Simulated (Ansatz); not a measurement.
C4H12Ta, SMILES [CH3][Ta]([CH3])([CH3])[CH3] (connectivity only; charge and spin as stated), neutral, multiplicity 2. Atoms are numbered in the order given.

```xyz
17

Ta     0.0018    -0.0007     0.0004
C      1.7684    -0.8624    -0.9013
C     -0.8480     1.5325    -1.2659
C      0.6262     0.8218     1.9004
C     -1.5393    -1.4938     0.2689
H      2.5719    -0.1338    -1.1216
H      2.2141    -1.6979    -0.3283
H      1.4271    -1.2770    -1.8729
H     -1.1308     1.1859    -2.2784
H     -0.0426     2.2861    -1.3910
H     -1.7200     2.0559    -0.8293
H      1.0137     0.0738     2.6184
H     -0.2930     1.2571     2.3454
H      1.3700     1.6378     1.8241
H     -1.8569    -1.9973    -0.6643
H     -2.4477    -1.1270     0.7839
H     -1.0840    -2.2687     0.9204
```
Charge 0, spin multiplicity 2.

Geometry optimised at B3LYP-D3(BJ)/def2-SVP. The spin state was assumed, not searched. The def2 effective core potentials stand for the cores of Ta; spin–orbit coupling is left out.

Two levels are set side by side: PBE-D3(BJ)/def2-SVP (Ansatz, an electronic-structure program) and B3LYP-D3(BJ)/def2-SVP (Ansatz). Each level has its own optimised geometry; the coordinates shown are those of the second. Differences are taken from unrounded values.

```tsv
quantity	B3LYP-D3(BJ)
mean bond length (Å)	1.372
bond Ta1–C2 (Å)	2.163
bond Ta1–C3 (Å)	2.162
bond Ta1–C4 (Å)	2.162
bond Ta1–C5 (Å)	2.163
bond C2–H6 (Å)	1.107
bond C2–H7 (Å)	1.107
bond C2–H8 (Å)	1.110
bond C3–H9 (Å)	1.107
bond C3–H10 (Å)	1.110
bond C3–H11 (Å)	1.107
bond C4–H12 (Å)	1.107
bond C4–H13 (Å)	1.110
bond C4–H14 (Å)	1.107
bond C5–H15 (Å)	1.107
bond C5–H16 (Å)	1.107
bond C5–H17 (Å)	1.110
```

Problem. What does PBE-D3(BJ) give, and how far is it from B3LYP-D3(BJ)? (An estimate is asked for; the answer gives what the named calculation found.)

Solution. 
```
quantity              PBE-D3(BJ)  PBE-D3(BJ) minus B3LYP-D3(BJ)
--------------------  ----------  -----------------------------
mean bond length (Å)       1.375                          0.003
bond Ta1–C2 (Å)            2.153                         -0.009
bond Ta1–C3 (Å)            2.153                         -0.009
bond Ta1–C4 (Å)            2.153                         -0.009
bond Ta1–C5 (Å)            2.153                         -0.009
bond C2–H6 (Å)             1.115                          0.008
bond C2–H7 (Å)             1.115                          0.008
bond C2–H8 (Å)             1.118                          0.008
bond C3–H9 (Å)             1.115                          0.008
bond C3–H10 (Å)            1.118                          0.008
bond C3–H11 (Å)            1.115                          0.008
bond C4–H12 (Å)            1.115                          0.008
bond C4–H13 (Å)            1.118                          0.008
bond C4–H14 (Å)            1.115                          0.008
bond C5–H15 (Å)            1.115                          0.008
bond C5–H16 (Å)            1.115                          0.008
bond C5–H17 (Å)            1.118                          0.008
```

On these quantities the two levels nearly agree.
